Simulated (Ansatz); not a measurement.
FH₄O₄Ta (`[OH][Ta]([OH])([OH])([OH])[F]`). The species carries charge 0 and has multiplicity 1. Ta: def2 effective core potential.

Cartesian coordinates in Å:
```
O -0.3807 1.7521 -0.8553
Ta -0.2225 0.1573 0.1699
O 1.3412 -0.4359 -0.7520
O -0.9929 -1.5124 -0.4173
O 0.6673 0.3192 1.8438
F -1.9109 0.4605 0.9863
H 0.2092 2.0204 -1.5609
H 1.5973 -1.2045 -1.2588
H -1.9012 -1.6867 -0.1570
H 1.5931 0.1301 2.0012
```

(1) List the harmonic frequencies (cm⁻¹, unscaled) at PBE0-D4/def2-TZVP in Ansatz. (Estimate.)

(2) Is this a minimum?

(3) Give the ideal-gas thermochemistry at 298.15 K and 1 bar (rigid rotor, harmonic oscillator; point group Cs, symmetry number 1).

(4) And at 400, 500, 600, 800 and 1000 K?

## Answers

(1) The calculation gave: 94, 115, 173, 198, 207, 217, 277, 288, 325, 386, 442, 457, 526, 529, 627, 651, 694, 707, 731, 746, 3888, 3929, 3933, 3964.

(2) Yes, all 24 modes are real.

(3) Zero-point energy 144.2 kJ/mol; H(298) − E = 172.3 kJ/mol; entropy 400.5 J/(mol·K), of which translation 178.6, rotation 115.7, vibration 106.2; G(298) − E = 52.9 kJ/mol. Modes under 100 cm⁻¹ are hindered rotations or soft bends, so the harmonic entropy is rough.

(4) 
```tsv
T (K)	H − E (kJ/mol)	S (J/mol/K)	G − E (kJ/mol)
400	188.6	447.4	9.6
500	205.9	486.0	-37.1
600	224.0	518.9	-87.4
800	261.6	573.0	-196.8
1000	300.5	616.3	-315.9
```
